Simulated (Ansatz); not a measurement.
Two isomers of C3H7BN2: A = `BC=C(N)C=N`, B = `BC1=NCN1C`.

Isolated molecules relaxed with PBE0-D4/def2-TZVP in Ansatz; ΔE leaves out vibrations. CCSD(T)/CBS adds triple-zeta CCSD(T) − MP2 to the extrapolated MP2 energy (def2 sets, frozen cores). DFT in def2-TZVPP. B3LYP here is the variant with VWN-RPA as its local correlation; programs differ in this. Each species was taken in one conformer, which may not be the lowest.

Q: Which is lower in electronic energy at CCSD(T)/CBS, and by how much? (Best estimate.)

A: Ansatz gave: A, by 27.9 kcal/mol.

Q: Give E(B) − E(A) in kcal/mol with PBE-D4, MP2/def2-TZVPP, CCSD(T)/def2-TZVPP, B2PLYP, B3LYP-D4, B3LYP, HF/def2-TZVPP. (Estimate.)

A: The calculation gave: PBE-D4 28.6, MP2/def2-TZVPP 27.0, CCSD(T)/def2-TZVPP 27.4, B2PLYP 30.0, B3LYP-D4 31.6, B3LYP 31.5, HF/def2-TZVPP 29.9. None reverses the order clearly.

Largest T1 diagnostic: 0.014.

In def2-TZVPP, CCSD(T) changes the Hartree–Fock value by −2.5 kcal/mol (the triples alone add +0.1 kcal/mol) and MP2 by −2.9 kcal/mol. From PBE to PBE0 (25 % exact exchange), in def2-TZVPP and without D4, E(B) − E(A) moves by −0.9 kcal/mol.
